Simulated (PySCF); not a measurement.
Molfile (atoms numbered from 1):
```
C5H6F2
     RDKit          3D

 13 12  0  0  0  0  0  0  0  0999 V2000
   -2.5528   -0.4826   -0.6369 C   0  0  0  0  0  0  0  0  0  0  0  0
   -1.4230    0.2241   -0.5964 C   0  0  0  0  0  0  0  0  0  0  0  0
   -1.3475    1.4365   -1.1500 F   0  0  0  0  0  0  0  0  0  0  0  0
   -0.1724   -0.1993    0.0287 C   0  0  0  0  0  0  0  0  0  0  0  0
   -0.2469   -1.4143    0.5846 F   0  0  0  0  0  0  0  0  0  0  0  0
    0.9584    0.5134    0.0709 C   0  0  0  0  0  0  0  0  0  0  0  0
    2.2185    0.0680    0.7238 C   0  0  0  0  0  0  0  0  0  0  0  0
   -3.4380   -0.0780   -1.1283 H   0  0  0  0  0  0  0  0  0  0  0  0
   -2.5885   -1.4674   -0.1747 H   0  0  0  0  0  0  0  0  0  0  0  0
    0.9245    1.4908   -0.4152 H   0  0  0  0  0  0  0  0  0  0  0  0
    3.0588    0.0810    0.0107 H   0  0  0  0  0  0  0  0  0  0  0  0
    2.4949    0.7483    1.5468 H   0  0  0  0  0  0  0  0  0  0  0  0
    2.1245   -0.9464    1.1329 H   0  0  0  0  0  0  0  0  0  0  0  0
  1  2  2  0
  2  3  1  0
  2  4  1  0
  4  5  1  0
  4  6  2  0
  6  7  1  0
  1  8  1  0
  1  9  1  0
  6 10  1  0
  7 11  1  0
  7 12  1  0
  7 13  1  0
M  END
```

Geometry: PBE0-D3(BJ)/def2-SVP; GIAO shifts from PySCF 2.14.0 with density-fitted response routines, gas phase, non-relativistic, averaged over equivalent atoms.

At PBE0/cc-pVDZ (128 basis functions, 12 s wall time on 1 thread of an Arm Neoverse V1, shared host):
```json
{"atoms": "C2", "δ (ppm)": "156.7"}
{"atoms": "C4", "δ (ppm)": "151.2"}
{"atoms": "C6", "δ (ppm)": "107.2"}
{"atoms": "C1", "δ (ppm)": "90.8"}
{"atoms": "C7", "δ (ppm)": "11.7"}
{"atoms": "F3", "δ (ppm)": "-112.0"}
{"atoms": "F5", "δ (ppm)": "-128.2"}
{"atoms": "H10", "δ (ppm)": "5.25"}
{"atoms": "H9", "δ (ppm)": "4.80"}
{"atoms": "H8", "δ (ppm)": "4.58"}
{"atoms": "H11/H12/H13", "δ (ppm)": "1.71"}
```

Chemical shifts δ = σref − σ; TMS for ¹³C (196.75 ppm), ¹H (31.29 ppm); CFCl3 for ¹⁹F (200.93 ppm), all at this level.

Q: Predict the values at CAM-B3LYP/pcSseg-1 on the same geometry.

A: 
```tsv
atoms	δ at CAM-B3LYP/pcSseg-1	change
C2	168.7	+12.0
C4	161.6	+10.4
C6	113.7	+6.5
C1	97.0	+6.2
C7	10.5	-1.2
F3	-117.4	-5.4
F5	-133.5	-5.3
H10	5.37	+0.12
H9	5.03	+0.23
H8	4.98	+0.40
H11/H12/H13	1.87	+0.16
```

Chemical shifts δ = σref − σ; ¹³C (σ = 182.45 ppm), ¹H (σ = 31.33 ppm) vs TMS; ¹⁹F (σ = 189.10 ppm) vs CFCl3, all at this level.

The largest change is at C2 (fully substituted alkene carbon). Cost: 149 basis functions, 18 s wall time on 1 thread of an Arm Neoverse V1, shared host. The order of the carbon signals is the same at both levels.

Unscaled 19F shifts against computed CFCl3 carry errors that often reach 10 to 50 ppm.
